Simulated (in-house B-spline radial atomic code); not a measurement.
Configurations of Tl+, with energies counted from [Xe] 4f14 5d10 6s2. Method: Dirac-Hartree-Fock, average of configuration, Fermi nucleus of rms radius 5.4759 fm. Calculated with an all-electron radial atomic-structure program (B-spline basis). Energies include first-order Breit, QED and recoil terms.

Occupations are held fixed; configurations that lie above the ionisation limit could autoionise.

| configuration | E - E(ref) (eV) | highest orbital | its <r> (bohr) |
| --- | --- | --- | --- |
| [Xe] 4f14 5d10 6s1 (6p3/2)1 | 7.0073 | 6p3/2 | 3.398 |
| [Xe] 4f14 5d10 6s1 (8g7/2)1 | 17.522 | 8g7/2 | 42.99 |
| [Xe] 4f14 (5d3/2)3 (5d5/2)6 6s2 (8g9/2)1 | 28.541 | 8g9/2 | 42.98 |
| [Xe] (4f5/2)6 (4f7/2)7 5d10 6s2 (10g9/2)1 | 131.42 | 10g9/2 | 69.98 |
| [Xe] (4f5/2)5 (4f7/2)8 5d10 6s2 (6g7/2)1 | 134.88 | 6g7/2 | 21.99 |
| [Kr] (4d3/2)4 (4d5/2)5 4f14 5s2 5p6 5d10 6s2 (7p3/2)1 | 398.77 | 7p3/2 | 7.576 |
| [Kr] (4d3/2)3 (4d5/2)6 4f14 5s2 5p6 5d10 6s2 (6f7/2)1 | 422.72 | 6f7/2 | 15.35 |

**Question.** Order these further configurations by energy, lowest first.
A. [Xe] (4f5/2)6 (4f7/2)7 5d10 6s2 (6f5/2)1
B. [Kr] 4d10 4f14 5s2 (5p1/2)2 (5p3/2)3 5d10 6s2 8s1
C. [Kr] 4d10 4f14 5s2 (5p1/2)1 (5p3/2)4 5d10 6s2 9s1
D. [Xe] (4f5/2)6 (4f7/2)7 5d10 6s2 (7d5/2)1
E. [Kr] (4d3/2)3 (4d5/2)6 4f14 5s2 5p6 5d10 6s2 7s1

**Answer.** B (87.602 eV), C (109.06 eV), D (128.73 eV), A (129.75 eV), E (417.7 eV).

**Question.** How far above the reference does [Xe] (4f5/2)6 (4f7/2)7 5d10 6s2 (9g9/2)1 lie?

**Answer.** 131.29 eV; its least bound orbital is 9g9/2 with <r> = 55.73 bohr.

**Question.** How far above the reference does [Xe] 4f14 (5d3/2)4 (5d5/2)5 (5g7/2)1 6s2 lie?

**Answer.** 25.058 eV; its least bound orbital is 5g7/2 with <r> = 13.74 bohr.

**Question.** How far above the reference does [Xe] 4f14 5d10 6s1 (10g9/2)1 lie?

**Answer.** 17.828 eV; its least bound orbital is 10g9/2 with <r> = 69.98 bohr.
